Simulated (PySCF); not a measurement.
C₆H₈, SMILES C#C[C@@H]1C[C@@H]1C. Geometry: PBE-D3(BJ)/def2-SVP. The structure was generated by enumeration; whether it is a known compound was not checked.

These are PBE-D3(BJ)/def2-SVP in PySCF 2.14.0 values and carry that method's errors.

Harmonic wavenumbers (cm⁻¹): 138, 169, 215, 319, 361, 506, 561, 599, 652, 753, 776, 820, 890, 921, 1001, 1013, 1049, 1084, 1089, 1149, 1193, 1310, 1338, 1368, 1406, 1414, 1437, 2159, 2971, 3054, 3063, 3065, 3072, 3082, 3163, 3410. Rotational constants (GHz): 5.996, 2.806, 2.195; symmetry number 1.

Question: Work out the zero-point energy and the ideal-gas rigid-rotor harmonic-oscillator thermochemistry at 298.15 K and 1 atm.

Answer: ZPE = ½ Σ hcν = ½ × 50572 cm⁻¹ = 302.49 kJ/mol. H − E(el) = 322.53 kJ/mol. Entropy in J/(mol K): translation 163.42, rotation 111.16, vibration 55.41, total 329.99. G − E(el) = 224.14 kJ/mol. Cp = 112.49 J/(mol K). Modes under 150 cm⁻¹ make the vibrational entropy uncertain.
